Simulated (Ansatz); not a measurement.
Geometry optimisation, RKS PBE-D4/def2-SVP in Ansatz 0.2.0.

input.yaml

```yaml
crystal:
  periodic: [false, false, false]
  atoms:
    - { symbol: B, position_ang: [-0.059702, -0.455709, -0.415063] }
    - { symbol: F, position_ang: [-0.189585, 0.079254, 2.046899] }
    - { symbol: H, position_ang: [0.969651, 0.177432, -0.463616] }
    - { symbol: Cl, position_ang: [-1.567984, 0.212089, -1.0652] }
    - { symbol: O, position_ang: [0.002657, -1.774657, -0.000378] }
    - { symbol: H, position_ang: [-0.852629, -2.234802, -0.089035] }
    - { symbol: H, position_ang: [0.137191, -0.790306, 1.969293] }
basis:
  gaussian: { orbitals: def2-SVP }
hamiltonian:
  xc: pbe
  dispersion: d4
relax:
  f_tol: 0.03
  max_steps: 50
```

Run as:

```bash
$ ansatz run input.yaml --threads 1 --pin off --max-ram 2048MiB --backend cpu --events-out ev --progress --plain --runs-dir out
```

Problem. Where does it end, and by what steps?

Solution. The run converged. After 9 steps the energy has fallen by 0.058 eV; F2 moved furthest, 0.28 Å.

```tsv
step	energy less start (eV)	largest force component (eV/Å)	accepted
0	0.0000	0.731	yes
1	-0.0290	0.909	yes
2	-0.0181	1.197	no
3	-0.0397	0.544	yes
4	-0.0499	0.562	yes
5	-0.0539	0.171	yes
6	-0.0544	0.151	yes
7	-0.0574	0.033	yes
8	-0.0576	0.043	yes
9	-0.0576	0.010	yes
```

```xyz
7
Properties=species:S:1:pos:R:3
B -0.057 -0.428 -0.479
F -0.118 -0.078 2.269
H 0.953 0.230 -0.522
Cl -1.543 0.130 -1.248
O -0.016 -1.657 0.125
H -0.872 -2.126 0.058
H 0.092 -0.858 1.780
```

Whether the end is a true minimum wasn't checked by a vibrational analysis.

Run time: 12 s on 1 thread of Intel(R) Xeon(R) 6975P-C (Granite Rapids) (shared host), peak memory 0.18 GiB.
